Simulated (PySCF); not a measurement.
One formula, C5H11NOSi2, several structures.

PySCF, CAM-B3LYP/def2-SVPD, density fitting, gas phase; each molecule at its own PBE0-D3(BJ)/def2-SVP geometry, one conformer. Singlet excitations by full TDDFT with frozen cores, triplets by Tamm–Dancoff TDDFT and ionisation energies by ΔSCF, from the lowest of the holes tried. 

Torsions of the conformers computed, which needn't be the lowest (atom-mapped SMILES):
- `[CH3:1][SiH2:2][Si@@H:3]([NH2:4])[c:5]1[cH:6][cH:7][cH:8][o:9]1`: C1–Si2–Si3–N4 -177°, Si2–Si3–C5–C6 120°, H–N4–Si3–Si2 178°, H–N4–Si3–Si2 -36°
- `[N:1]#[C:2][C@@H:3]1[CH2:4][CH2:5][C@H:6]1[SiH2:7][O:8][SiH3:9]`: C5–C6–Si7–O8 56°, C6–Si7–O8–Si9 -99°

The conformers of `C#C[Si@@H]1CC[Si@H](NC)O1`, `CC[Si@@H]1O[SiH2]C[C@H]1C#N` and `CC[Si@@H]1O[SiH2]C[C@@H]1C#N` aren't listed.

Reference: `C[SiH2][Si@@H](N)c1ccco1`, with HOMO energy -7.84 eV, LUMO energy 0.48 eV, lowest singlet excitation 5.58 eV, lowest triplet excitation 3.81 eV, mean polarisability 124.9 au and vertical ionisation energy 8.45 eV.

Changes against it:

| molecule | Δ electronic energy (kcal/mol) | Δ HOMO energy (eV) | Δ LUMO energy (eV) | Δ lowest singlet excitation (eV) | Δ lowest triplet excitation (eV) | Δ mean polarisability (au) | Δ vertical ionisation energy (eV) |
| --- | --- | --- | --- | --- | --- | --- | --- |
| CC[Si@@H]1O[SiH2]C[C@H]1C#N | -42.0 | -1.84 | +0.31 | +1.50 | +2.36 | -13.9 | +1.87 |
| CC[Si@@H]1O[SiH2]C[C@@H]1C#N | -42.1 | -1.73 | +0.32 | +1.45 | +2.34 | -14.4 | +1.75 |

Rows whose labels were lost:

```
row  Δ electronic energy (kcal/mol)  Δ HOMO energy (eV)  Δ LUMO energy (eV)  Δ lowest singlet excitation (eV)  Δ lowest triplet excitation (eV)  Δ mean polarisability (au)  Δ vertical ionisation energy (eV)
  P                           -27.3               -0.29               +0.27                             +0.24                             +1.06                       -11.3                              +0.37
  Q                           -10.3               -1.84               +0.04                             +1.55                             +2.34                       -11.6                              +1.82
```

Problem. Which row belongs to which of `N#C[C@@H]1CC[C@H]1[SiH2]O[SiH3]` and `C#C[Si@@H]1CC[Si@H](NC)O1`?

Solution. P = `C#C[Si@@H]1CC[Si@H](NC)O1` and Q = `N#C[C@@H]1CC[C@H]1[SiH2]O[SiH3]`. P and Q are told apart most clearly by the electronic energy (-27.3 against -10.3 kcal/mol).

Problem. Which row has the smallest HOMO–LUMO gap and which the largest, and does the HOMO or the LUMO shift more there?

Solution. Smallest, counted from the reference: P, +0.56 eV (HOMO -0.29, LUMO +0.27), the larger shift being that of neither alone. Largest: `CC[Si@@H]1O[SiH2]C[C@H]1C#N`, +2.15 eV (HOMO -1.84, LUMO +0.31), the larger shift being that of the HOMO. The gap of the reference itself lies below all of them.
